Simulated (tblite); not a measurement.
C₄H₄NOSe (doublet state).
SMILES with atom numbers: `[O:1]=[CH:2][NH:3][C:4]1=[C:5][CH2:6][Se:7]1` (hydrogens: H8 on C2; H9 on N3; H10, H11 on C6)
Bond orders are those of one Lewis drawing.

Computed with GFN2-xTB (tblite), gas phase: L-BFGS steps from a force-field or distance-geometry start until the largest atomic force falls under 0.01 eV/Å.

Step 0: E = -560.2083 eV
```
atom  x, y, z in Å  |  force x, y, z in eV/Å
O1     -2.0968   -1.2069    1.0870   -0.424   2.800  -2.881
C2     -2.3113   -0.3353    0.1848    3.899  -2.040   2.620
N3     -1.2135    0.3841   -0.3876   -1.631  -0.587   0.364
C4      0.1443    0.2049   -0.0268   -0.505   1.515  -1.614
C5      1.3062    0.7986   -0.4610   -2.840  -1.869   1.484
C6      2.2279    0.0426    0.4112    4.153   1.935  -1.274
Se7     1.0087   -0.9754    1.2719   -3.269  -1.457   1.053
H8     -3.3122   -0.1406   -0.1307   -0.306   0.490  -0.552
H9     -1.4374    1.0906   -1.1271    0.448  -0.886   0.950
H10     2.9303   -0.5798   -0.1766    0.204   0.456   0.307
H11     2.7591    0.7199    1.1140    0.272  -0.356  -0.459
```

Step 1: E = -560.8912 eV
```
atom  x, y, z in Å  |  force x, y, z in eV/Å
O1     -2.1028   -1.1669    1.0458    1.089  -2.588   2.716
C2     -2.2556   -0.3644    0.2222   -0.405   3.005  -2.998
N3     -1.2368    0.3757   -0.3824    0.013  -0.145   0.141
C4      0.1371    0.2265   -0.0499   -1.993   0.258  -0.532
C5      1.2656    0.7719   -0.4398   -0.164  -0.648   0.599
C6      2.2872    0.0702    0.3930    0.473   0.725  -0.614
Se7     0.9620   -0.9962    1.2869   -1.525  -0.529   0.331
H8     -3.3165   -0.1336   -0.1386    1.075   0.302  -0.191
H9     -1.4310    1.0779   -1.1135    0.068  -0.645   0.658
H10     2.9332   -0.5733   -0.1723    0.700   0.011  -0.193
H11     2.7630    0.7148    1.1074    0.669   0.254   0.083
```

Q: Estimate the geometry and energy of step 2. (The exact step hangs on the optimiser's Hessian estimate; all steps are aligned on step 1, rigid shifts and turns removed.)

A: E = -561.1237 eV, largest force 1.636 eV/Å
```
atom  x, y, z in Å  |  force x, y, z in eV/Å
O1     -2.0911   -1.1865    1.0666    0.432   0.947  -0.898
C2     -2.2428   -0.3361    0.1967   -0.532  -1.110   1.078
N3     -1.2441    0.3712   -0.3790    0.348   0.280  -0.237
C4      0.1098    0.2367   -0.0639   -1.128  -0.229   0.074
C5      1.2506    0.7552   -0.4255    0.262  -0.211   0.222
C6      2.3122    0.0882    0.3795   -0.765   0.167  -0.304
Se7     0.9278   -1.0095    1.2959   -0.955  -0.205   0.080
H8     -3.3045   -0.1275   -0.1435    1.035   0.260  -0.147
H9     -1.4281    1.0658   -1.1009   -0.116  -0.233   0.222
H10     2.9429   -0.5711   -0.1733    0.723  -0.067  -0.294
H11     2.7726    0.7164    1.1064    0.695   0.400   0.203
```

The energy changes by -0.2324 eV. The first-order estimate −F·Δx gives -0.5047 eV and the mean of the old and new forces, exact on a quadratic surface, -0.2454 eV. The step makes an angle of 32° with the force vector and moves no atom by more than 0.040 Å.

What follows is the cost of the whole relaxation. On Arm Neoverse V2, one thread (shared host), this took 0.11 s.
